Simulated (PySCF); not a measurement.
## Predicted spectroscopic data

- GFN2-xTB structure
- NMR shieldings at PBE0/pcSseg-1/GIAO
- code: PySCF
- a single conformation, equivalent nuclei averaged, no relativistic terms, no solvent

Shifts are taken against calculated references (same method and geometry level): 1H (σref 31.72) and 13C (σref 186.93) against TMS. Splittings of carbon signals by F and P are missing where no couplings were computed. Where no couplings were computed, multiplicities follow the n + 1 count of equivalent neighbours, and m marks all less simple cases (inequivalent or close neighbours, rings, F or P nearby). Shifts are as computed. Against solution values, carbons near 30 ppm lie about +3 ppm off and those near 130 ppm about +5 ppm. Of 1211 compounds with measured shifts, 218 miss one by over three times the rms of a fit or turn the order of signals round; such compounds aren't used in these exercises.

Compound 1 (C$_{5}$H$_{5}$F$_{3}$O). 1H NMR (500 MHz, computed): δ 6.96 (m, 1H), 6.46 (m, 1H), 2.48 (s, 3H). 13C{1H} NMR (computed): δ 197.1 (C), 166.5 (C), 117.0 (CH), 115.9 (CH), 29.1 (CH3). Structure: `CC(=O)/C(F)=C/C(F)F`.

Compound 2 (C$_{5}$H$_{2}$FN$_{3}$). 1H NMR (500 MHz, computed): δ 9.57 (s, 1H), 3.46 (s, 1H). 13C{1H} NMR (computed): δ 173.1, 157.0, 149.1, 100.8, 83.1. Structure: SMILES C#Cc1cnnc(F)n1.
